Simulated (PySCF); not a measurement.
A structure optimised at GFN2-xTB (Å):
```
atom  x, y, z in Å
O1    -1.639   -0.933   -1.753
C2    -0.815   -0.617   -0.959
C3    -0.730    0.667   -0.155
C4     0.529    0.508    0.680
C5     1.068   -0.857    0.291
O6     2.044   -1.402    0.693
O7     0.243   -1.421   -0.640
H8    -1.638    0.770    0.439
H9    -0.692    1.511   -0.845
H10    1.291    1.259    0.469
H11    0.344    0.518    1.754
```

Neutral, closed shell.

Question: Which heavy atoms are bonded, and with what formal order?

Answer: O1–C2 1.19 Å (double); C2–C3 1.52 Å (single); C3–C4 1.52 Å (single); C4–C5 1.52 Å (single); C5–O6 1.19 Å (double); C5–O7 1.37 Å (single); C2–O7 1.37 Å (single). Bonds to hydrogen (Å): C3–H8 1.09; C3–H9 1.09; C4–H10 1.09; C4–H11 1.09.

Question: Which species is it?

Answer: `O=C1CCC(=O)O1`, C4H4O3.

Question: Name the point group.

Answer: C2v (every atom within 0.08 Å of its image).

Question: Which rings does it hold (smallest set)?

Answer: C2–C3–C4–C5–O7 (5 members, 0.00 Å rms from planarity).

Question: Describe the place of each heavy atom.

Answer: O1/O6: anhydride carbonyl oxygen; C2/C5: anhydride carbonyl carbon; C3/C4: sp3 carbon next to a carbonyl; O7: anhydride bridging oxygen.

Question: What is the arrangement about C2?

Answer: It has 3 neighbours (O1, C3, O7) and is planar (angles 128.2°, 122.5° and 109.3°, sum 360.0°, 0.00 Å off the plane of its three neighbours).

Question: What is the arrangement about C3?

Answer: It has 4 neighbours (C2, C4, H8, H9) and is distorted tetrahedral (angles from 104.4° to 113.6°).

The numbers are calculated, not measured.
